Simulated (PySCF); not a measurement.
Be(Cl)(Et) (C₂H₅BeCl), SMILES C[CH2][Be][Cl]. Atoms are numbered in the order given.

```xyz
9

Be     0.2845     0.2002     0.0000
Cl    -0.1174     1.9826     0.0000
C      0.6599    -1.4391     0.0000
C     -0.5300    -2.4224     0.0000
H      1.3071    -1.6461    -0.8768
H      1.3071    -1.6461     0.8768
H     -1.1705    -2.2849     0.8868
H     -1.1705    -2.2849    -0.8868
H     -0.1950    -3.4734     0.0000
```

Geometry optimised at TPSSh-D3(BJ)/def2-SVP. Other conformers were not sampled.

Computed with PySCF with HF/pcSseg-1.

GIAO shieldings, no solvent; atoms alike by connectivity are averaged. δ = σ(ref) − σ: ³⁵Cl against HCl (σ = 958.2 ppm); ¹³C against TMS (σ = 192.6 ppm); ¹H against TMS (σ = 31.99 ppm), references at their B3LYP-D3(BJ)/def2-TZVP geometries, non-relativistic (without spin–orbit terms, shifts of atoms bonded to Cl or Br come out too high).

Computed chemical shifts:
| nucleus | atoms | count | δ (ppm) |
|---|---|---|---|
| ³⁵Cl | Cl2 | 1 | -4.6 |
| ¹³C | C4 | 1 | 11.4 |
| ¹³C | C3 | 1 | -0.3 |
| ¹H | H7, H8, H9 | 3 | 1.37 |
| ¹H | H5, H6 | 2 | 0.31 |
